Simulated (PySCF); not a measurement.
BH2O2, SMILES O[B]O, multiplicity 2. Atoms are numbered in the order given.

```xyz
5

O      0.0000     1.2210     0.0411
B      0.0000     0.0000    -0.5365
O      0.0000    -1.2210     0.0411
H      0.0000     1.2322     1.0121
H      0.0000    -1.2322     1.0121
```
Charge 0, spin multiplicity 2.

Geometry optimised at r2SCAN-D4/def2-TZVP. The isomer is the one that the SMILES or the coordinates give; other isomers of the formula were not compared. One conformer was computed; it need not be the lowest.

All values below come from CAM-B3LYP/def2-TZVPD run with PySCF.

Mulliken values depend strongly on the basis, most of all with diffuse functions as here. Atomic charges (e):

| atom | Mulliken | meta-Löwdin | Mulliken spin |
|---|---|---|---|
| O1 | -0.37 | (withheld) | -0.04 |
| B2 | 0.20 | (withheld) | 0.96 |
| O3 | -0.37 | (withheld) | -0.04 |
| H4 | 0.27 | (withheld) | 0.07 |
| H5 | 0.27 | (withheld) | 0.07 |

### Question
Fill in the missing entries. (Estimate from the structure and the level; the computed values follow.)

### Answer

- O1, meta-Löwdin: -0.51
- B2, meta-Löwdin: 0.36
- O3, meta-Löwdin: -0.51
- H4, meta-Löwdin: 0.33
- H5, meta-Löwdin: 0.33
